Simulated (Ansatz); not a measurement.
ZrSe₂ (the lowest singlet isomer of a short search) was relaxed with PBE-D4 (def2-TZVP) in Ansatz in these states: neutral quintet, neutral singlet. The geometries follow in no particular order.

In the def2 sets Zr takes a core potential; there is no spin–orbit coupling.

A:

Cartesian coordinates in Å:
```
Zr 0.330 -0.392 -0.761
Se -0.945 1.590 -0.675
Se 0.615 -1.198 1.436
```

B:

```
atom    x (Å)    y (Å)    z (Å)
 Zr1  -0.0540   0.3477   0.7171
 Se2   0.1946   1.8483  -1.3265
 Se3  -0.1406  -2.1960   0.6094
```

Task: Judge from the bond lengths which geometry belongs to which state (an estimate).

Result: A is the neutral singlet (Zr1–Se2 2.358 Å, Zr1–Se3 2.358 Å); B is the neutral quintet (Zr1–Se2 2.548 Å, Zr1–Se3 2.548 Å).

At PBE0-D4/def2-TZVP a singlet lies 3.04 eV below the neutral quintet. These are the stationary points nearest to one start from a short search; other shapes may lie lower in each state.
